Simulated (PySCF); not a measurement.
Breaking a bond: H₂OSi, SMILES O=[SiH2], singlet. The O1–Si2 bond (O1 also carries nothing else; Si2 carries H, H) is stretched with both fragments frozen at the PBE0/def2-TZVP optimised geometry.

Methods: UKS-LDA (SVWN5) = unrestricted LDA (SVWN5)/6-31G (PySCF); UKS-M06-2X = PySCF 2.14.0 with unrestricted M06-2X/6-31G; UHF/6-31G (PySCF).

Magnitude of the dipole moment (D; its direction can reverse along the curve, and a method can change to another solution) and Mulliken charge of the fragment that holds O1:

```tsv
R / Å	μ UKS-LDA (SVWN5)	q UKS-LDA (SVWN5)	μ UKS-M06-2X	q UKS-M06-2X	μ UHF	q UHF
1.21	2.77	-0.61	2.98	-0.71	3.49	-0.89
1.28	2.92	-0.59	3.17	-0.69	3.75	-0.87
1.36	3.09	-0.57	3.40	-0.68	4.03	-0.85
1.43	3.24	-0.56	3.59	-0.67	4.28	-0.84
1.46	3.30	-0.56	3.67	-0.66	4.38	-0.84
1.52	3.42	-0.55	3.83	-0.66	4.36	-0.80
1.56	3.49	-0.54	3.93	-0.65	3.80	-0.72
1.61	3.58	-0.53	4.05	-0.64	3.40	-0.65
1.68	3.69	-0.52	4.20	-0.63	3.07	-0.59
1.74	3.78	-0.51	4.32	-0.61	2.90	-0.55
1.88	3.97	-0.47	4.27	-0.56	2.66	-0.48
2.04	4.16	-0.43	3.80	-0.46	2.13	-0.37
2.26	4.25	-0.37	2.95	-0.34	0.94	-0.19
2.48	4.04	-0.31	2.20	-0.23	0.22	-0.09
2.74	3.73	-0.25	1.29	-0.12	0.21	-0.04
3.04	3.37	-0.20	0.65	-0.05	0.42	-0.01
3.31	3.16	-0.17	0.28	-0.02	0.50	0.00
3.67	3.12	-0.15	0.02	0.00	0.54	0.00
4.14	3.08	-0.14	0.17	0.00	0.63	0.00
4.56	3.13	-0.14	0.28	0.00	0.59	0.00
5.32	3.34	-0.13	0.24	0.00	0.56	0.00
```

The unrestricted solution behind UKS-LDA (SVWN5) changes between 2.48 and 2.74 Å and between 2.74 and 3.04 Å, which can leave a kink. The unrestricted determinant behind UKS-LDA (SVWN5) is spin-contaminated at 2.26 to 5.32 Å (<S²> up to 1.9, against 0.00 for a pure singlet). At the longest distance UKS-LDA (SVWN5) leaves fractional charges on the fragments, a sign of delocalisation error or of the restricted form. The unrestricted solution behind UKS-M06-2X changes between 2.04 and 2.26 Å and between 2.26 and 2.48 Å, which can leave a kink. The unrestricted determinant behind UKS-M06-2X is spin-contaminated at 1.88 to 5.32 Å (<S²> up to 2.0, against 0.00 for a pure singlet). The unrestricted determinant behind UHF is spin-contaminated at 1.52 to 5.32 Å (<S²> up to 2.0, against 0.00 for a pure singlet).
